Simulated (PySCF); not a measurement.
From one molecule to another.

First species: C₃H₈OSi₂.
Atom-mapped SMILES: `[CH3:1][O:2][SiH2:3][C:4]#[C:5][SiH3:6]` (hydrogens: H7, H8, H9 on C1; H10, H11 on Si3; H12, H13, H14 on Si6)

Cartesian coordinates in Å at the GFN2-xTB level; atoms count from 1:
```
atom  x, y, z in Å
C1    -2.661    0.021    0.381
O2    -2.197    1.061   -0.420
Si3   -0.931    1.093   -1.437
C4     0.648    0.648   -0.565
C5     1.657    0.344    0.034
Si6    3.193   -0.102    0.960
H7    -1.873   -0.341    1.047
H8    -3.491    0.399    0.980
H9    -3.012   -0.816   -0.230
H10   -0.979    2.493   -1.826
H11   -1.081    0.120   -2.528
H12    2.887   -0.073    2.393
H13    3.609   -1.448    0.555
H14    4.230    0.880    0.631
```

Second species: C2H8F3NSi2.
SMILES: `FC(F)(F)CN[SiH2][SiH3]`

Levels: PBE0/def2-SVPD for dipole moment, HOMO energy, LUMO energy, HOMO–LUMO gap, static isotropic polarisability and electronic spatial extent ⟨r²⟩ about the centre of nuclear charge; TDDFT PBE0/def2-SVPD for lowest singlet excitation; TDA PBE0/def2-SVPD for lowest triplet excitation (Tamm–Dancoff); GFN2-xTB for rotational constant A and rotational constant C. Geometries: GFN2-xTB. All species are isolated and taken at one optimised geometry, non-relativistic unless stated; the electronic structure was computed with PySCF and density fitting.

Dipoles, sizes and rotational constants follow the conformer. The torsions of the flexible species, by atom-mapped SMILES:
- `[CH3:1][O:2][SiH2:3][C:4]#[C:5][SiH3:6]`: C1–O2–Si3–C4 -57°
- `[F:1][C:2]([F:3])([F:4])[CH2:5][NH:6][SiH2:7][SiH3:8]`: F1–C2–C5–N6 -172°, C2–C5–N6–Si7 -83°, C5–N6–Si7–Si8 -172°

Task: Which of the two has the higher dipole moment, and by how much?

Result: The second: 1.73 D against 1.18 D, a difference of 0.55 D.

Task: Which of the two has the higher static isotropic polarisability, and by how much?

Result: The first: 93.6 au against 91.8 au, a difference of 1.8 au.

Task: Which of the two has the higher HOMO–LUMO gap, and by how much?

Result: The first: 7.27 eV against 7.03 eV, a difference of 0.24 eV.

Task: Which has the higher LUMO energy?

Result: The second: -0.42 eV against -0.86 eV, a difference of 0.44 eV.

Task: Which has the higher HOMO energy?

Result: The second: -7.45 eV against -8.13 eV, a difference of 0.68 eV.

Task: Which of the two has the higher ⟨r²⟩, and by how much?

Result: The second: 1986 bohr² against 1565 bohr², a difference of 421 bohr².

Task: Which of the two has the higher rotational constant C, and by how much?

Result: The first: 0.715 GHz against 0.554 GHz, a difference of 0.161 GHz.

Task: Which has the higher T1 energy?

Result: The second: 5.39 eV against 4.59 eV, a difference of 0.80 eV.

On the first: The polarisability is 13.87 Å³ as a volume (1 au = 0.148185 Å³), or 1.51 au for each of the 62 electrons. No computed singlet falls in the visible range (750 to 380 nm, 1.65 to 3.26 eV); S1 lies 2.23 eV above its blue end.

On the second: The principal polarisabilities are 79.6, 83.7 and 112.0 au; their mean is the isotropic value. In atomic units the dipole is 0.68 e·bohr (1 au = 2.5417 D).
